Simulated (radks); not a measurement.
Coulomb parameter of the 5d shell of neutral iridium in the model configuration [Xe] 4f14 5d8 6s1, as a second difference U = [E(n + 0.5) + E(n - 0.5) - 2 E(n)] / (0.5)^2 with all orbitals relaxed. "Bare": the charge of the atom changes with n. "Screened": the 6s shell takes up the change at fixed total charge, which measures U(5d,5d) + U(6s,6s) - 2 U(5d,6s). All-electron calculation, scalar-relativistic Kohn-Sham, r2SCAN, spin-unpolarised, spherical densities, finite nucleus; meta-GGA in the generalised Kohn-Sham scheme; Fermi nuclear charge, rms radius 5.4032 fm. Program: a radial shooting solver on a logarithmic mesh with Libxc functionals.

case                   configuration  E - E(n) (eV)
start              [Xe] 4f14 5d8 6s1          0.000
bare +0.5        [Xe] 4f14 5d8.5 6s1         -1.684
bare -0.5        [Xe] 4f14 5d7.5 6s1          3.925
screened +0.5  [Xe] 4f14 5d8.5 6s0.5          0.086
screened -0.5  [Xe] 4f14 5d7.5 6s1.5          0.099

U(bare) = 8.966 eV, U(screened by 6s) = 0.740 eV, against the Slater integral F0(5d,5d) = 14.012 eV with frozen orbitals. The step up makes a negative ion, whose loosely bound charge lowers the bare value.
